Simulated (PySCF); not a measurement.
**Basis and Hamiltonian dependence of the ionisation energy of Cd²⁺**

Cd²⁺ [Kr] 4d10 (1S) → Cd³⁺ [Kr] 4d9 (2D). All values are computed (PySCF 2.14, energy differences of UHF-based or UKS calculations, no spin-orbit coupling). Values in eV.

```json
{"basis": "cc-pVDZ-PP with ECP28MDF", "Hamiltonian": "ECP", "functions": "38", "UHF": "35.953", "PBE": "n/a", "PBE0": "n/a", "MP2 (valence)": "37.426", "CCSD(T) (valence)": "n/a", "CCSD(T) (valence and next inner shell)": "n/a"}
{"basis": "def2-TZVP with the def2 core potential (28 electrons)", "Hamiltonian": "ECP", "functions": "40", "UHF": "36.014", "PBE": "n/a", "PBE0": "37.589", "MP2 (valence)": "37.453", "CCSD(T) (valence)": "n/a", "CCSD(T) (valence and next inner shell)": "n/a"}
{"basis": "aug-cc-pVDZ-PP with ECP28MDF", "Hamiltonian": "ECP", "functions": "54", "UHF": "35.952", "PBE": "37.617", "PBE0": "37.528", "MP2 (valence)": "37.746", "CCSD(T) (valence)": "37.532", "CCSD(T) (valence and next inner shell)": "n/a"}
{"basis": "def2-TZVPPD with the def2 core potential (28 electrons)", "Hamiltonian": "ECP", "functions": "56", "UHF": "35.947", "PBE": "37.641", "PBE0": "37.548", "MP2 (valence)": "37.865", "CCSD(T) (valence)": "37.616", "CCSD(T) (valence and next inner shell)": "37.382"}
{"basis": "x2c-TZVPall", "Hamiltonian": "spin-free X2C", "functions": "63", "UHF": "35.941", "PBE": "n/a", "PBE0": "n/a", "MP2 (valence)": "37.411", "CCSD(T) (valence)": "n/a", "CCSD(T) (valence and next inner shell)": "n/a"}
{"basis": "ANO-RCC-VTZP", "Hamiltonian": "spin-free X2C", "functions": "68", "UHF": "35.932", "PBE": "37.782", "PBE0": "37.644", "MP2 (valence)": "37.660", "CCSD(T) (valence)": "37.484", "CCSD(T) (valence and next inner shell)": "37.383"}
{"basis": "aug-cc-pwCVDZ-PP with ECP28MDF", "Hamiltonian": "ECP", "functions": "70", "UHF": "35.922", "PBE": "37.613", "PBE0": "37.519", "MP2 (valence)": "37.852", "CCSD(T) (valence)": "37.587", "CCSD(T) (valence and next inner shell)": "37.300"}
{"basis": "aug-cc-pVTZ-PP with ECP28MDF", "Hamiltonian": "ECP", "functions": "88", "UHF": "35.887", "PBE": "37.589", "PBE0": "37.494", "MP2 (valence)": "37.917", "CCSD(T) (valence)": "37.663", "CCSD(T) (valence and next inner shell)": "n/a"}
{"basis": "def2-QZVPPD with the def2 core potential (28 electrons)", "Hamiltonian": "ECP", "functions": "88", "UHF": "35.934", "PBE": "37.639", "PBE0": "37.542", "MP2 (valence)": "37.969", "CCSD(T) (valence)": "37.705", "CCSD(T) (valence and next inner shell)": "37.482"}
{"basis": "x2c-TZVPPall with one added diffuse shell each of s, p, d, f type", "Hamiltonian": "spin-free X2C", "functions": "95", "UHF": "35.885", "PBE": "37.758", "PBE0": "37.620", "MP2 (valence)": "37.843", "CCSD(T) (valence)": "37.590", "CCSD(T) (valence and next inner shell)": "37.423"}
{"basis": "aug-cc-pVTZ-PP with one added diffuse shell each of s, p, d, f, g type with ECP28MDF", "Hamiltonian": "ECP", "functions": "113", "UHF": "35.886", "PBE": "37.589", "PBE0": "37.493", "MP2 (valence)": "37.919", "CCSD(T) (valence)": "n/a", "CCSD(T) (valence and next inner shell)": "n/a"}
{"basis": "x2c-QZVPPall", "Hamiltonian": "spin-free X2C", "functions": "118", "UHF": "35.886", "PBE": "37.758", "PBE0": "37.621", "MP2 (valence)": "37.911", "CCSD(T) (valence)": "n/a", "CCSD(T) (valence and next inner shell)": "n/a"}
{"basis": "aug-cc-pwCVTZ-PP with ECP28MDF", "Hamiltonian": "ECP", "functions": "122", "UHF": "35.870", "PBE": "37.581", "PBE0": "37.483", "MP2 (valence)": "37.950", "CCSD(T) (valence)": "37.681", "CCSD(T) (valence and next inner shell)": "n/a"}
{"basis": "x2c-QZVPPall with one added diffuse shell each of s, p, d, f, g type", "Hamiltonian": "spin-free X2C", "functions": "143", "UHF": "35.885", "PBE": "37.758", "PBE0": "37.621", "MP2 (valence)": "37.920", "CCSD(T) (valence)": "n/a", "CCSD(T) (valence and next inner shell)": "n/a"}
```

Frozen in the all-electron rows: valence: [Kr]; valence and next inner shell: [Ar] 3d10; with a core potential, the same shells as far as they lie outside it.

Between the lowest levels the reference is 37.468 ± 0.006 eV (measured; NIST Atomic Spectra Database, ionization energies); it includes spin-orbit coupling, which these numbers lack.
